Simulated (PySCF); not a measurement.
**Nd²⁸⁺: ionisation energy**

Nd²⁸⁺ [Ar] 3d10 4s2 4p2 (3P) → Nd²⁹⁺ [Ar] 3d10 4s2 4p1 (2P), as a difference of total energies. All numbers are calculated (PySCF 2.14, the spin-free X2C one-electron Hamiltonian (Gaussian nucleus), in an even-tempered Gaussian basis (19 s from 2 bohr⁻², ratio 2.5; 14 p from 2.6 bohr⁻², ratio 2.5; 8 d from 4.7 bohr⁻², ratio 2.5; 5 f from 15 bohr⁻², ratio 2.7; 4 g from 22 bohr⁻², ratio 2.7)). Correlated levels: outer shells: [Ne] frozen; virtual orbitals above 40 to 60 times the deepest correlated orbital energy dropped. The calculations carry no spin-orbit coupling.

```csv
method,ionisation energy (eV)
UHF,1031.0
LDA,1032.9
PBE,1032.5
PBE0,1032.4
r2SCAN,1032.6
PBEsol,1032.4
r2SCAN0,1032.6
MP2 (outer shells),1032.1
SCS-MP2 (outer shells),1031.9
```

Spin-orbit coupling is strong in these open shells (close to jj coupling). The scalar numbers leave it out and a first-order estimate fails, so it can dominate the gap to the real levels.

Breit and QED terms and the two-electron picture change are absent.

For comparison: 1049 ± 4 eV (theoretical estimate listed by NIST; NIST Atomic Spectra Database, ionization energies).
